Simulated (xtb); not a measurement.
VF₅, SMILES [F][V]([F])([F])([F])[F], multiplicity 1. All values are semi-empirical tight-binding results from xtb (GFN2-xTB unless named), good for trends rather than for accurate numbers. Geometry optimised at GFN2-xTB. The multiplicity is an assumed one; no other spin state was optimised. The isomer is the one that the SMILES or the coordinates give; other isomers of the formula were not compared.

For metal compounds this method's bond lengths and energies can be far off.

```json
{
 "point_group_as_xtb_finds_it": "D3h",
 "orbital_gap": "3.82 eV",
 "zero_point_energy": "6.9 kcal/mol",
 "G − E(el) at 298.15 K (modified RRHO)": "-11.7 kcal/mol"
}
```
